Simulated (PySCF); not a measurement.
# One molecule, several mistakes: H4O2Si2

All numbers below are calculated, not measured. They come from PySCF 2.14.0, an open-source quantum chemistry program, on an isolated molecule that a program drew, which may never have been made. The molecule is H4O2Si2 (charge 0, singlet), drawn as the SMILES string `O[SiH2]O[SiH]`.

Each row is a Hartree-Fock (HF) and frozen-core CCSD(T) single point in the cc-pV(D+d)Z basis, meant for a local HF minimum. Run 1 is clean. Each other run has one planted mistake out of seven kinds, and not every kind appears here: one electron removed, one electron added, multiplicity raised by two, geometry at a saddle point, minimal basis STO-3G, one bond length entered in bohr, all coordinates scaled. The reference is restricted for singlets and unrestricted otherwise, and also for a bond in bohr. Adding or removing an electron swaps singlet and doublet. Electrons count all cores. HOMO and LUMO are orbital energies over both spins, the gradient is its largest component, and the lowest frequency (negative if imaginary) is given only where the gradient is small. Bond lengths are over the 7 bonds as drawn. T1 is the CCSD diagnostic: over 0.02 (restricted) or 0.045 (unrestricted) a single reference is doubtful.

Geometry of the clean run:
```xyz
8
H4O2Si2, angstrom
O    -1.0552   -1.6153   -1.7229
Si   -0.3915   -0.4807   -0.7443
O     0.8513   -1.1050    0.1437
Si    2.0284   -2.2516    0.2933
H    -0.5326   -2.0127   -2.4035
H    -1.4568   -0.0480    0.1651
H     0.1552    0.6418   -1.5289
H     1.8621   -2.9229   -1.0797
```

```
run  electrons  basis functions  <S^2>  HOMO (eV)  LUMO (eV)  gradient (hartree/bohr)  lowest frequency (cm^-1)  mean bond (Å)  longest bond (Å)      T1  HF (hartree)  CCSD(T) (hartree)                          mistake
  1         48               94  0.000      -9.06       1.10                  1.7e-05                        74         1.4804             1.650  0.0149    -730.01785         -730.62009                         no fault
  2         48               94  1.029      -7.71       0.81                  2.7e-02                         -         1.6901             3.118  0.0290    -729.88408         -730.44554  one bond length entered in bohr
  3         47               94  0.773     -16.56      -7.24                  7.6e-02                         -         1.4804             1.650  0.0238    -729.71954         -730.29701             one electron removed
  4         48               32  0.000      -5.83       6.83                  4.7e-02                         -         1.4804             1.650  0.0211    -721.21524         -721.40373             minimal basis STO-3G
  5         48               94  0.000      -9.26       0.91                  4.1e-02                         -         1.5573             1.736  0.0170    -729.99727         -730.60966                                ?
```

**Which mistake was planted in run 5, and what did it cost?**

The mean and the longest bond both change by the same factor, 1.052, and the gradient is no longer small. So the mistake is: all coordinates scaled. Subtracting run 1 and multiplying by 627.51 kcal/mol a hartree, the energy moved by 12.9 kcal/mol in HF and 6.5 kcal/mol in CCSD(T).

Cautions from the logs. Run 4: T1 is over the limit, so its CCSD(T) energy is less reliable.
